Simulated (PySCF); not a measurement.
Spectrum to structure. Method used: TDDFT PBE0/def2-SVPD, vertical, gas phase, core orbitals frozen in the response (PySCF 2.14.0, density-fitted response routines). Geometries: GFN2-xTB, one conformer each.

| state | E (eV) | f |
| --- | --- | --- |
| S1 | 4.28 | 0.0000 |
| S2 | 5.37 | 0.051 |
| S3 | 5.46 | 0.0005 |
| S4 | 5.70 | 0.0001 |
| S5 | 5.94 | 0.0032 |
| S6 | 5.98 | 0.0001 |

Triplets computed (Tamm–Dancoff): 3.39, 4.62 eV.

Question: Which candidate is it?
A. `CO[SiH2]C(=O)O`
B. `[H]/N=C\[SiH2]C#C[SiH3]`
C. `CC(=O)O[SiH2]O`

Answer: B. Its S1, at 4.28 eV, is the lowest among the candidates; the nearest of the others has S1 at 4.96 eV. S1 is HOMO→LUMO (85%), HOMO→LUMO+2 (14%). Löwdin shares by element: HOMO nitrogen 51%, carbon 19% or more, silicon 10% or more, hydrogen 7% or more; LUMO carbon 32% or more, nitrogen 29%, silicon 14% or more (atoms not listed hold the other 25%). At the same level the other candidates give, for their lowest levels:
- `CC(=O)O[SiH2]O`: 5.91 eV (f 0.001); 7.44 eV (f 0.048); 7.57 eV (f 0.039); 7.63 eV (f 0.016); 7.70 eV (f 0.005); T1 5.38 eV; HOMO -8.44, LUMO -0.22 eV
- `CO[SiH2]C(=O)O`: 4.96 eV (f 0.003); 6.45 eV (f 0.005); 6.72 eV (f 0.002); 7.01 eV (f 0.084); 7.13 eV (f 0.016); T1 4.27 eV; HOMO -7.76, LUMO -0.82 eV

The values belong to the conformer `[H]/[N:1]=[CH:2]\[SiH2:3][C:4]#[C:5][SiH3:6]`: N1–C2–Si3–C4 0°.
